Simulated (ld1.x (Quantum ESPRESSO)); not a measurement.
## Configuration tests for arsenic (As) (TM)

| Item | Value |
| --- | --- |
| Element | arsenic |
| Generator | ld1.x (Quantum ESPRESSO) 7.5 |
| Type | norm-conserving Troullier–Martins (Kleinman–Bylander form) |
| Functional | PBEsol |
| Relativity | fully relativistic |
| Frozen core | [Ar] 3d10 |
| Valence charge | 5 |
| Reference configuration | 4s2 4p2 (charge +1) |
| Partial waves | 4s (bound): rc 1.35 bohr; 4p (bound): rc 1.85 bohr; 4d channel at 0.15 Ry: rc 1.65 bohr |
| Local potential | all-electron potential smoothed inside 1.25 bohr (lloc = -1) |
| Core correction | none |

Open shells are filled in proportion to 2j + 1 (rel_dist='average').

Energies are relative to the spin-unpolarised reference configuration 4s2 4p2; without spin polarisation the order of configurations can differ from experiment. Not all tests gave a result: 3 of 7 tests not solved or not reliable. Left out of the table: 4s2 4p1 (solver errors, printed error -46.1 eV); 4s2 4p0 (solver errors, printed error +32.1 eV); 4s1 4p0 (solver errors, printed error -5.0 eV).

Give the all-electron excitation energy and the error of the potential for: 4s2 4p3; 4s1 4p4; 4s2 4p3.3; 4s0 4p5.

| valence configuration | charge | ΔE all-electron (eV) | error AE − PS (meV) |
| --- | --- | --- | --- |
| 4s2 4p3 | 0 | -9.161 | -5.9 |
| 4s1 4p4 | 0 | 0.259 | -1.4 |
| 4s2 4p3.3 | -0.3 | -10.396 | -8.1 |
| 4s0 4p5 | 0 | 9.901 | +22 |

Levels in the configuration 4s2 4p3.3:

```json
{"level": "4s j=1/2", "all-electron (eV)": "-12.166", "pseudo (eV)": "-12.157"}
{"level": "4p j=1/2", "all-electron (eV)": "-3.233", "pseudo (eV)": "-3.226"}
{"level": "4p j=3/2", "all-electron (eV)": "-2.975", "pseudo (eV)": "-2.969"}
```

ld1.x printed “convergence not achieved” for 3 of the counted tests; their residual had stalled under 1e-8, short of the target of 1e-14.

Note: ghost state, extra bound levels that the all-electron valence spectrum of the same l lacks: s at -26.4 eV. A true bound ghost makes a file unfit for plane-wave use.
